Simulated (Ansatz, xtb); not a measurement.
## A geometry optimisation of F3GeH2Si with r2SCAN-D4/def2-SVP

The starting geometry of this gas-phase doublet has its atoms placed at random.

```xyz
7

F     0.0259   -2.2129   -0.0916
F    -0.1952    1.4488    0.4406
F     1.9472   -0.9082    0.7954
Ge   -1.8480    1.3453    0.1777
Si    0.1091   -0.1703   -0.4350
H     0.9277   -1.2516   -0.1632
H    -1.3249    1.0057   -1.4935
```

Q: Guess where an optimisation with r2SCAN-D4/def2-SVP ends from this start.

A: It ends as a structure given below by its coordinates. Distances that change by over a tenth: F2–Si5 (1.87 → 1.64 Å), Ge4–H7 (1.78 → 1.59 Å). Contacts that open: F2–Ge4 (1.68 → 3.46 Å), Si5–H6 (1.38 → 2.55 Å). Contacts that close: F1–H6 (1.32 → 0.98 Å), F3–Si5 (2.33 → 1.72 Å).

The energy falls by 6.70 eV over 40 steps:

```json
{"step": "1", "E − E(last) (eV)": "6.699"}
{"step": "5", "E − E(last) (eV)": "1.838"}
{"step": "10", "E − E(last) (eV)": "0.777"}
{"step": "14", "E − E(last) (eV)": "0.656"}
{"step": "18", "E − E(last) (eV)": "0.644"}
{"step": "23", "E − E(last) (eV)": "0.630"}
{"step": "27", "E − E(last) (eV)": "0.272"}
{"step": "31", "E − E(last) (eV)": "0.055"}
{"step": "36", "E − E(last) (eV)": "0.001"}
{"step": "40", "E − E(last) (eV)": "0.000"}
```

Final geometry (Å):

```csv
atom,x (Å),y (Å),z (Å)
F,-0.6718,-1.6731,0.2632
F,1.3307,1.7456,0.9539
F,1.4014,-0.5516,-0.1606
Ge,-1.6372,0.2526,-0.0056
Si,0.7496,1.0281,-0.3954
H,0.2660,-1.4267,0.1167
H,-1.7967,-0.1182,-1.5417
```

From the same start GFN2-xTB reaches the same bonding as this run.

From so rough a start the end depends on the optimiser's path, so another program may land elsewhere. No frequencies were run, so the end isn't proven a minimum. Open shells are spin-unrestricted. Run with Ansatz 0.2.0, 2.2 min on 2 threads of Intel(R) Xeon(R) 6975P-C (Granite Rapids), with other jobs on the host.
